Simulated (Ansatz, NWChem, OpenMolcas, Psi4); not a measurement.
InF (SMILES [F][In]): methods side by side

The species is InF (2 atoms), meant as a singlet with charge 0. SMILES: `[F][In]`. The shape is that of a PBE0-D4/def2-TZVP optimisation.

```xyz
2

F     0.0000    0.0000    0.0159
In    0.0000    0.0000    2.0096
```

Quantity: the electronic atomisation energy, in eV. The values are calculated. Electronic energies at fixed atoms, without zero-point motion or spin-orbit coupling.

```json
{"level": "HF/def2-TZVPP (core potential)", "kind": "Hartree–Fock", "program": "OpenMolcas", "value (eV)": "3.65", "less CCSD(T)/def2-TZVPP": "-1.76", "CPU time (all runs)": "9.4 s"}
{"level": "SVWN5/def2-TZVPP (core potential)", "kind": "LDA", "program": "NWChem", "value (eV)": "6.59", "less CCSD(T)/def2-TZVPP": "+1.18", "CPU time (all runs)": "28 s"}
{"level": "BLYP/def2-TZVPP (core potential)", "kind": "GGA", "program": "Ansatz", "value (eV)": "5.71", "less CCSD(T)/def2-TZVPP": "+0.30", "CPU time (all runs)": "13 s"}
{"level": "TPSS/def2-TZVPP (core potential)", "kind": "meta-GGA", "program": "Psi4", "value (eV)": "5.64", "less CCSD(T)/def2-TZVPP": "+0.23", "CPU time (all runs)": "33 s"}
{"level": "B3LYP/def2-TZVPP (core potential)", "kind": "global hybrid", "program": "Psi4", "value (eV)": "5.51", "less CCSD(T)/def2-TZVPP": "+0.10", "CPU time (all runs)": "19 s"}
{"level": "PBE0/def2-TZVPP (core potential)", "kind": "global hybrid", "program": "OpenMolcas", "value (eV)": "5.41", "less CCSD(T)/def2-TZVPP": "0.00", "CPU time (all runs)": "20 s"}
{"level": "HSE06/def2-TZVPP (core potential)", "kind": "range-separated hybrid", "program": "Psi4", "value (eV)": "5.42", "less CCSD(T)/def2-TZVPP": "+0.01", "CPU time (all runs)": "34 s"}
{"level": "B2PLYP/def2-TZVPP (core potential, density fitting for correlation)", "kind": "double hybrid", "program": "Psi4", "value (eV)": "5.55", "less CCSD(T)/def2-TZVPP": "+0.14", "CPU time (all runs)": "15 s"}
{"level": "MP3/def2-TZVPP (core potential)", "kind": "perturbation theory", "program": "Psi4", "value (eV)": "5.17", "less CCSD(T)/def2-TZVPP": "-0.24", "CPU time (all runs)": "16 s"}
{"level": "CCSD(T)/def2-TZVPP (core potential), open shells restricted", "kind": "coupled cluster or CI", "program": "OpenMolcas", "value (eV)": "5.41", "less CCSD(T)/def2-TZVPP": "0.00", "CPU time (all runs)": "40 s"}
```

CCSD(T)/def2-TZVPP (core potential), open shells restricted is the highest level here, not the true value. The values span 3.65 to 6.59 eV. In the correlated wave-function rows the outer d shell of In is correlated, in sets not made for it. In so small a basis fixed costs decide the times, and correlated methods can beat functionals. Times are those of the runs behind each value, whatever else they computed, on shared processors of several kinds: orders of magnitude only.
